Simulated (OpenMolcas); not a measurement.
Cu VI: the spin-orbit constant, worked from levels

| Property | Result |
| --- | --- |
| Program | OpenMolcas 26.06 |
| Basis | ANO-L-VTZP [6s5p3d2f1g] |
| Scalar Hamiltonian | non-relativistic, point nucleus |
| Active space | 6 electrons in 5 orbitals (3d) |
| State averaging | 2S+1 = 5 even, 5 roots; 2S+1 = 3 even, 45 roots; 2S+1 = 1 even, 50 roots |
| Spin-orbit coupling | state interaction with AMFI integrals over the reference wave functions, term energies averaged over their components |

Methods: CASSCF; MS-CASPT2, IPEA 0.25 Eh, imaginary shift 0.1 Eh (closed shells correlated: 3s 3p). Measured levels: Sugar and Musgrove, J. Phys. Chem. Ref. Data 19, 527 (1990).

**The spin-orbit constant.** For the Hund term ⁵D of d6, E(J) = (A/2) J(J+1) + constant and ζ = -2S·A = -4A. From J = 0 to J = 4 the energy changes by 10 A.

```json
{"Source": "CASSCF", "E(4) - E(0)": "-2714.5", "A": "-271.4", "ζ": "1086"}
{"Source": "MS-CASPT2", "E(4) - E(0)": "-2697.0", "A": "-269.7", "ζ": "1079"}
{"Source": "measured", "E(4) - E(0)": "-2733.4", "A": "-273.3", "ζ": "1093"}
```

All in cm-1. MS-CASPT2 is off by -1.3 % and CASSCF by -0.7 %. Both methods take the spin-orbit matrix elements from the reference wave functions, so the second can move ζ only through the term energies and any multistate remixing. Second-order mixing with other terms is absorbed into this ζ.

Without dynamic correlation excited terms often stand tens of per cent too high (terms of higher spin than the ground term too low), and those without a measured partner can miss by more than the paired ones (holds for CASSCF). Computed and measured levels are paired by configuration, term and J; levels that our copy of the source lacks, or whose pairing is in doubt (as where it misses far off the trend of its configuration), stay unpaired and out of the deviations. Only configurations of the active space appear.
